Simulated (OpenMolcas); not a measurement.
Cu2+ in a ligand field

Cu2+ with 5 ligands (oxide) in trigonal bipyramidal coordination (D3h) at 2.03 Å, the axial distance 2.253 Å. A charge of +1.6 e stands 2.4 Å behind each ligand. Ligand basis ANO-RCC-VDZP.
```
Cu    0.0000    0.0000    0.0000
O     2.0300    0.0000    0.0000
O    -1.0150    1.7580    0.0000
O    -1.0150   -1.7580    0.0000
O     0.0000    0.0000    2.2533
O     0.0000    0.0000   -2.2533
```

```yaml
Program: OpenMolcas 26.06
Method: "SS-CASPT2, IPEA 0.25 Eh, imaginary shift 0.1 Eh (closed shells correlated: 3s 3p and the ligand valence shells)"
Basis: ANO-RCC-VDZP [5s4p2d1f]
Scalar_Hamiltonian: DKH2, point nucleus
Active_space: 9 electrons in 5 orbitals (3d)
State_averaging: 2S+1 = 2 even, 5 roots
Spin-orbit_coupling: RASSI with atomic mean-field integrals over the reference wave functions
```

The lowest spin-free states (labels of D3, the rotations of D3h), above the lowest:

```csv
State,Degeneracy,E (cm-1),Free-ion L (%)
2A1,1,0,D (100)
2E,2,1730,D (100)
2E,2,4000,D (100)
```

The lowest levels with spin-orbit coupling:

```json
{"E (cm-1)": "0", "Degeneracy": "2", "Label": "E1/2", "2S+1": "2", "g": "1.91 2.90 2.90"}
{"E (cm-1)": "1130", "Degeneracy": "2", "Label": "E1/2", "2S+1": "2", "g": "0.00 0.00 5.82"}
{"E (cm-1)": "2320", "Degeneracy": "2", "Label": "E3/2", "2S+1": "2", "g": "0.00 0.00 2.32"}
{"E (cm-1)": "4270", "Degeneracy": "2", "Label": "E3/2", "2S+1": "2", "g": "0.00 0.00 3.47"}
{"E (cm-1)": "4860", "Degeneracy": "2", "Label": "E1/2", "2S+1": "2", "g": "0.07 0.90 0.90"}
```

Electric-dipole absorption from the lowest level at this geometry, strongest bands:

```json
{"E (cm-1)": "1130", "λ (nm)": "8860", "Label": "E1/2", "f": "3.31e-06"}
{"E (cm-1)": "2320", "λ (nm)": "4320", "Label": "E3/2", "f": "5.73e-06"}
{"E (cm-1)": "4270", "λ (nm)": "2340", "Label": "E3/2", "f": "1.90e-06"}
```

Powder χT (cm3 K/mol): 0.64 at 2 K, 0.642 at 10 K, 0.652 at 50 K, 0.665 at 100 K, 0.691 at 200 K, 0.719 at 300 K. The effective moment at 300 K is 2.828 √(χT) = 2.40 μB.

The lowest level has 2S+1 = 2, for which the spin-only value is χT = S(S+1) / 2 = 0.375 cm3 K/mol (g = 2). The computed 0.719 at 300 K differs by +0.344, through orbital momentum, spin-orbit coupling and any other state in reach.

Roots that are degenerate in the reference are averaged as groups; the widest CASPT2 spread within a group is 80 cm-1 (the 2-fold group of multiplicity 2 near 1730 cm-1 above the lowest state of its run). Shifts and gaps below about the spread of the groups concerned are not significant. Over all roots computed the reference weight is 0.68; a low but even weight reflects the number of correlated electrons. The oxide ions are held by bare point charges, a crude embedding. A single d shell leaves out the double-shell effect, which counts most for late 3d ions, where the CASPT2 field can be off either way by tens of per cent. Ligand-to-metal charge-transfer states are missing. With oxide or sulfide held by bare charges the field of late divalent 3d ions can come out several times too small, and g and χT far too large. Free-ion shares, where given, are those of the reference states; single-state CASPT2 does not remix them. No measured value stands beside these numbers; the geometry was imposed, not optimised, and the real ion may take another.

The CASPT2 steps took 17 s on 1 thread of Arm Neoverse V1, with other jobs on the host; the integral step is not counted.
